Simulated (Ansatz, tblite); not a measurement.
Isomers of Sn2Ge⁺ (doublet), found by a short tight-binding search and relaxed with PBE0-D4/def2-TZVP in Ansatz.

In the def2 sets Sn takes a core potential; there is no spin–orbit coupling. The xTB rows come from tblite.

Run but left out: HF/def2-SVP, MP2/def2-SVP (A: ⟨S²⟩ 1.19, where a pure state has 0.75); r2SCAN-D4/def2-TZVP, LC-ωPBE/def2-TZVP, CCSD/def2-SVP, CCSD(T)/def2-SVP (B: ⟨S²⟩ 1.16 to 1.72, where a pure state has 0.75).

B: At PBE0-D4/def2-TZVP the charge 1 doublet is spin-contaminated (final ⟨S²⟩ up to 1.04, 0.75 for a pure state).

Other spin states were run for one of them alone.

A:

```xyz
3

Ge   -0.035   -1.083   -0.439
Sn    1.520    0.928   -0.852
Sn   -1.485    0.155    1.291
```

B:

Cartesian coordinates in Å:
```
Ge 1.303 0.327 -0.113
Sn -0.922 1.185 0.829
Sn -0.380 -1.511 -0.716
```

Q: Estimate which lies lowest at each level, and how far above it the others are (kJ/mol).

A: 
```json
{"level": "GFN1-xTB", "A": "1.7", "B": "0.0"}
{"level": "GFN2-xTB", "A": "0.0", "B": "27.7"}
{"level": "PBE-D4/def2-TZVP", "A": "0.0", "B": "11.2"}
{"level": "B97M-V/def2-TZVP", "A": "0.0", "B": "12.2"}
{"level": "PBE0-D4/def2-TZVP", "A": "0.0", "B": "10.2"}
```
Point groups (tolerance 0.1 Å): A C2v, B C2v. Lower isomers may exist.
